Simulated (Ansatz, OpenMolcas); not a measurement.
**CH6GeO (SMILES C[O][GeH3]): the HOMO–LUMO gap, rung by rung**

The species is CH6GeO (9 atoms), meant as a singlet with charge 0. SMILES: `C[O][GeH3]`. Geometry: relaxed at PBE0-D4/def2-TZVP.

Quantity: the HOMO–LUMO gap, in eV. The values are calculated.

```
            level                    kind     program  value (eV)  CPU time
       HF/cc-pVDZ            Hartree–Fock      Ansatz       15.38     2.6 s
     BLYP/cc-pVDZ                     GGA      Ansatz        5.67     5.9 s
    M06-L/cc-pVDZ                meta-GGA  OpenMolcas        6.62      37 s
   r2SCAN/cc-pVDZ                meta-GGA      Ansatz        6.39      11 s
   M06-2X/cc-pVDZ         hybrid meta-GGA  OpenMolcas       10.54      31 s
CAM-B3LYP/cc-pVDZ  range-separated hybrid      Ansatz       10.58     7.3 s
  wB97M-V/cc-pVDZ  range-separated hybrid      Ansatz       12.38      58 s
    wB97X/cc-pVDZ  range-separated hybrid      Ansatz       12.67      23 s
```

All-electron rows without a relativistic Hamiltonian named are non-relativistic. The values span 5.67 to 15.38 eV. Orbital gaps aren't excitation energies; they tend to grow with the share of exact exchange. Times are those of the runs behind each value, whatever else they computed, on shared processors of several kinds: orders of magnitude only.
